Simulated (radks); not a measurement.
Values are calculated unless marked as measured or tabulated.
How relativity changes the ionisation of the aluminium ion Al+ ([Ne] 3s2) to Al2+ ([Ne] 3s1). Spin-unpolarised spherical Kohn-Sham, LDA (Slater exchange, Perdew-Wang correlation), point nucleus unless stated (finite: rms radius 3.061 fm), a radial shooting solver on a logarithmic mesh with Libxc functionals. A level marked "c x" has the speed of light scaled by that factor.

level                        E(Al+) (hartree)  E(Al2+) (hartree)  IE (eV)   HOMO  <r> HOMO (bohr)
non-rel.                           -241.09620         -240.38562   19.336     3s            2.372
scalar-rel.                        -241.55139         -240.83954   19.370     3s            2.368
scalar-rel., finite nucleus        -241.55126         -240.83941   19.370     3s            2.368
Dirac                              -241.55161         -240.83976   19.370  3s1/2            2.368
Dirac, finite nucleus              -241.55148         -240.83963   19.370  3s1/2            2.368
Dirac, c x 1.25                    -241.38720         -240.67581   19.358  3s1/2            2.369
Dirac, c x 2                       -241.20967         -240.49878   19.344  3s1/2            2.371
Dirac, c x 3                       -241.14660         -240.43588   19.340  3s1/2            2.371

NIST Atomic Spectra Database: 18.829 eV (measured). The relativistic part of the total energy of Al+ is -0.4553 hartree (Dirac, finite nucleus), 0.19 % of the non-relativistic value. Spin polarisation and multiplet splitting of open shells are left out at every level.

Beside tabulated values, note that spin-unpolarised runs miss the spin-polarisation part of the exchange energy of open shells.
